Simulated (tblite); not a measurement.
Write Cartesian coordinates for `[O][C@H]([C@H]1[C@@H]2C[C@@H]21)C(F)(F)F` [radical] as optimised with GFN2-xTB. (Doublet state.)

```
atom  x, y, z in Å
O1    -1.163    1.317    1.410
C2    -1.095    0.216    0.720
C3     0.188    0.266   -0.203
C4     1.487    0.514    0.474
C5     2.365   -0.059   -0.586
C6     1.168   -0.838   -0.141
C7    -2.307   -0.043   -0.218
F8    -2.467    0.902   -1.149
F9    -3.450   -0.138    0.462
F10   -2.154   -1.209   -0.880
H11   -0.983   -0.702    1.340
H12   -0.051    0.785   -1.125
H13    1.688    0.845    1.470
H14    3.342   -0.419   -0.288
H15    2.345    0.387   -1.572
H16    1.080   -1.818    0.276
```

Any rigid rotation of these coordinates is as good. Atoms count from 1 in this order. The 3-membered ring C4–C5–C6 has internal angles of 59.3° to 61.1°. The 3-membered ring C3–C4–C6 has internal angles of 58.9° to 61.7°. The C–C distances run from 1.477 Å (C3–C6, drawn single) to 1.582 Å (C2–C3, drawn single), a spread of 0.105 Å. Of the pairs four or more bonds apart, F8···H12 is among the closest relative to their van der Waals radii: 2.42 Å, 91 % of the sum of Bondi's values.

Bonds between heavy atoms (Å): O1–C2 1.301, C2–C3 1.582, C3–C4 1.485, C4–C5 1.491, C5–C6 1.496, C2–C7 1.554, C7–F8 1.336, C7–F9 1.333, C7–F10 1.350, C3–C6 1.477, C4–C6 1.519.

Structure optimised with GFN2-xTB, isolated species. This method treats the open shell by occupation alone, without spin polarisation.

Point group: C1 (no symmetry element, even within 0.4 Å). Its GFN2-xTB frequencies are all real (lowest 18 cm⁻¹). Torsions: O1–C2–C3–C4 55°.

Time: 0.62 s of wall time. Hardware: Arm Neoverse V1, one thread (shared host). This is the geometry optimisation.

One conformer stands for the species.

The numbers are calculated, not measured.
